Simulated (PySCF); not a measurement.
These 2 structures share the formula C4H7NSi. The calculation used PBE0-D3(BJ)/def2-SVP geometry optimisation, gas phase (PySCF 2.14.0). Energies are electronic, without zero-point or thermal terms, for one conformer each. No frequencies were run at this level. Point groups hold within 0.08 Å.

Problem. Rank from lowest to highest electronic energy at this level (kcal/mol).
A. `[N:1]#[C:2][SiH2:3][CH:4]1[CH2:5][CH2:6]1` with C2–Si3–C4–C5 38°
B. `[CH:1]#[C:2][CH2:3]/[CH:4]=[N:5]/[SiH3:6]` with C2–C3–C4–N5 0°

Solution. A (0.0), B (35.5).

As drawn, the lower has a three-membered ring, a C≡N group and an Si–C bond, which the higher lacks; the higher has a C≡C bond and a C=N bond, which the lower lacks.

```json
{"SMILES": "N#C[SiH2]C1CC1", "E (Eh)": "-500.23195", "E rel (kcal/mol)": "0.0", "dipole (D)": "3.75", "point group": "near Cs", "A, B, C (MHz)": "4404, 2141, 1655"}
{"SMILES": "C#CC/C=N/[SiH3]", "E (Eh)": "-500.17534", "E rel (kcal/mol)": "35.5", "dipole (D)": "1.81", "point group": "Cs", "A, B, C (MHz)": "7413, 1281, 1114"}
```

Problem. How do the relative energies change in single points at PBE0/pcSseg-1 (no added dispersion term) on the same geometries?

Solution. 
```
         SMILES  PBE0-D3(BJ)/def2-SVP (kcal/mol)  PBE0/pcSseg-1 (kcal/mol)  shift
 N#C[SiH2]C1CC1                              0.0                       0.0    0.0
C#CC/C=N/[SiH3]                             35.5                      35.2   -0.3
```

Each column counts from its own lowest isomer. The order is unchanged; the largest shift is 0.3 kcal/mol.
